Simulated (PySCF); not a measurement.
Input of a run (PBE0-D3(BJ)/def2-SVP geometry optimisation, gas phase (PySCF 2.14.0)), started from GFN2-xTB:
```
{"job": {"xc": "PBE0", "basis": "def2-SVP", "d3": "d3bj", "grid": 1, "shake": 0.01, "kind": "geom"}, "charge": 0, "multiplicity": 1}
Si     0.313430    -1.905260     0.298120
Si     1.134360     0.165930     0.867150
Si    -0.308280     1.879630     0.330840
Si    -1.101510    -0.165670    -0.239560
```

Output (energies in Eh, forces in Eh/bohr):
```
step   0  E = -1157.04714386  max force = 0.019384
step   1  E = -1157.04887733  max force = 0.015480
step   2  E = -1157.05054620  max force = 0.003168
step   3  E = -1157.05064049  max force = 0.000395
step   4  E = -1157.05064327  max force = 0.000212
optimisation converged
```

Q: Summarise the run.

A: The energy falls by 2.2 kcal/mol over 5 energy and gradient evaluations, the largest force component goes from 0.0194 to 2.1e-04 Eh/bohr, and the atoms move by 0.060 Å rms after alignment. The bond that changes most is Si3–Si4 (both ends silicon bonded to 2 Si), which lengthens by 0.050 Å. Bonds longer at the end by more than 0.005 Å: 4 of 4; shorter: 0. Among the angles that change most is Si1–Si2–Si3, from 112.9° to 117.4°. The energy never rose by more than 1e-6 Eh on the way. The first step brought 50 % of the lowering.

Q: What are the final bond lengths?

A: Si1–Si2 2.317 Å, Si2–Si3 2.317 Å, Si3–Si4 2.317 Å, Si1–Si4 2.317 Å. Numbering counts from 1 in the input's order; the species is silicon tetramer, `[Si]1[Si][Si][Si]1` [singlet].

The run used 72 basis functions and 38 SCF cycles in all. The run took 8.0 s of wall time on an Arm Neoverse V1 with one thread, shared host with 64 logical CPUs at a one-minute load of 11, and the process peaked at 0.33 GiB of memory.

PBE0-D3(BJ)/def2-SVP frequencies: not computed here.
